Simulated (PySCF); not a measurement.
Species: C₆H₈ClO (doublet state).
Structure used (GFN2-xTB), in Å, numbered top down from 1:
```
atom  x, y, z in Å
O1    -2.4101    0.5983    0.0114
C2    -1.0938    0.2389    0.3678
C3    -0.2246    1.4482    0.3071
C4     1.1206    1.3351    0.0647
C5     1.7271    0.1214   -0.1939
C6     0.9381   -1.1182   -0.2373
Cl7    1.0543   -1.9306    1.4175
C8    -0.5292   -0.8653   -0.5408
H9    -2.9744   -0.1803    0.0690
H10   -1.0844   -0.1349    1.4115
H11   -0.7005    2.3973    0.4820
H12    1.7294    2.2275    0.0668
H13    2.7945    0.0523   -0.3218
H14    1.3633   -1.8635   -0.9118
H15   -1.1056   -1.7857   -0.4244
H16   -0.6123   -0.5315   -1.5790
```

The hyperfine couplings belong to this conformer and change with its torsions.

As a line formula: `O[C@@H]1[CH]C=C[C@H](C1)Cl` [radical].

Computed, not measured: PySCF, UKS B3LYP, pcH-1 on C Cl H O, non-relativistic, mean-field spin-orbit, GIAO. One conformer (not necessarily the lowest) at the GFN2-xTB geometry, without solvent, vibrations or thermal averaging. The geometry wasn't refined by DFT: couplings that depend on bond lengths, twists or pyramidal angles can differ widely from those at the functional's own minimum. No stability test was run, so a lower SCF solution isn't excluded. ⟨S²⟩ is 0.774 where a pure state has 0.75.

The Mulliken spin populations are largest on C5 (+0.64), C3 (+0.62), C4 (-0.25) and Cl7 (+0.07). The positive populations add up to 1.39 and the negative ones to -0.39, together 2S = 1. The angles at C5 add up to 359.9°, so it is planar; its axial dipolar tensor and the negative coupling of its proton fit spin in a p orbital normal to that plane.

Question: Test a(H) = Q·ρ(C) for the protons on planar carbons with a spin population beyond ±0.08.

Answer: 
| H | C | ρ(C) | a(H) (G) | a/ρ (G) |
| --- | --- | --- | --- | --- |
| H11 | C3 | +0.623 | -14.29 | -22.9 |
| H12 | C4 | -0.248 | +4.02 | -16.3 |
| H13 | C5 | +0.635 | -14.62 | -23.0 |

A least-squares line through the origin gives Q = -22.5 G with Mulliken populations. In every row coupling and population have opposite signs. Where ρ is negative the coupling is positive.

Question: Leave H13 and its like out of the fit. How well does the relation then predict its coupling?

Answer: The other protons give Q = -22.0 G, so a = -22.0 × 0.635 ≈ -13.98 G, against the computed -14.62 G.

Question: List the C–H protons on four-coordinate carbons next to a three-coordinate spin centre, with their couplings and θ (C–H bond against the normal to the plane of the centre's neighbours, projected along the bond that joins the two).

Answer: 
```csv
β H,on,centre,θ (°),cos²θ,a (G)
H10,C2,C3,1,1.00,+27.47
H14,C6,C5,59,0.26,+3.98
```

Couplings in gauss use g_iso = 2.0016.
